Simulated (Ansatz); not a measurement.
Ansatz (a first-principles code) input (CCSD(T)/aug-cc-pV(D+d)Z):
A basis named .json is the Basis Set Exchange file of that set.

Ansatz 0.2 input:
```yaml
crystal:
  periodic: [false, false, false]
  atoms:
    - {symbol: O, position_ang: [1.36185604, -0.14860171, -0.35687594]}
    - {symbol: S, position_ang: [0.16703457, -0.00768004, 0.40478800]}
    - {symbol: F, position_ang: [-0.63440715, 1.23198408, -0.22845242]}
    - {symbol: F, position_ang: [-0.87308190, -1.08624028, -0.17394763]}
basis:
  gaussian:
    orbitals: aug-cc-pV_D+d_Z.json
magnetization: {spin_polarized: false}
correlation: {method: ccsd_t, electrons: outside_noble_gas}
output: {forces: true}
```

End of the output:

```
integrals: 0.13 GiB planned
948 factors; integrals over basis functions are off by at most 4.4e-4 eV
mean field: 0.33 GiB planned
mean field evaluation 1: about -18261.2018 eV, gradient 4.9e1 eV
mean field evaluation 2: about -18261.5108 eV, gradient 5.0e1 eV
mean field evaluation 4: about -18265.9362 eV, gradient 4.3e0 eV
mean field evaluation 8: about -18266.0139 eV, gradient 5.0e-1 eV
mean field evaluation 16: about -18266.0153 eV, gradient 2.6e-6 eV
mean field -18266.01531310 eV, -671.2636816066 hartree, gradient 2.6e-6 eV, S^2 0.000000; 0 other end points of the search recorded, 0 dependent functions left out
8 core orbitals not correlated
reference -18266.01531310 eV, -671.2636816066 hartree; 13, 13 occupied and 80, 80 virtual orbitals, 948 factors
densities: 0.57 GiB planned
second order -20.95722399 eV of doubles, -0.00000000 eV of singles
coupled cluster: 0.42 GiB planned
cycle   1  -20.28797964 eV  change    6.7e-1 eV  update   1.4e-1
cycle   2  -20.90631230 eV  change   -6.2e-1 eV  update   4.5e-2
cycle   3  -21.05775837 eV  change   -1.5e-1 eV  update   2.3e-2
cycle   4  -21.04326994 eV  change    1.4e-2 eV  update   5.9e-3
cycle   5  -21.03811993 eV  change    5.2e-3 eV  update   3.0e-3
cycle   6  -21.04070221 eV  change   -2.6e-3 eV  update   8.3e-4
cycle   7  -21.04061920 eV  change    8.3e-5 eV  update   3.3e-4
cycle   8  -21.04038656 eV  change    2.3e-4 eV  update   8.0e-5
cycle   9  -21.04041145 eV  change   -2.5e-5 eV  update   3.3e-5
cycle  10  -21.04043011 eV  change   -1.9e-5 eV  update   1.1e-5
cycle  11  -21.04042054 eV  change    9.6e-6 eV  update   4.3e-6
perturbative correction -0.74019048 eV, -0.0272014984 hartree
the calculation of the forces begins
Total energy: -18287.79592412 eV, -672.0641042982 hartree
Atom 0 at     1.361856    -0.148602    -0.356876 Å, force     1.478093    -0.173125    -0.890906 eV/Å
Atom 1 at     0.167035    -0.007680     0.404788 Å, force    -0.188470     0.058739     1.673026 eV/Å
Atom 2 at    -0.634407     1.231984    -0.228452 Å, force    -0.570613     0.777874    -0.408004 eV/Å
Atom 3 at    -0.873082    -1.086240    -0.173948 Å, force    -0.719010    -0.663489    -0.374116 eV/Å
Dipole moment:    -0.071558     0.015531     0.347202 e Å
```
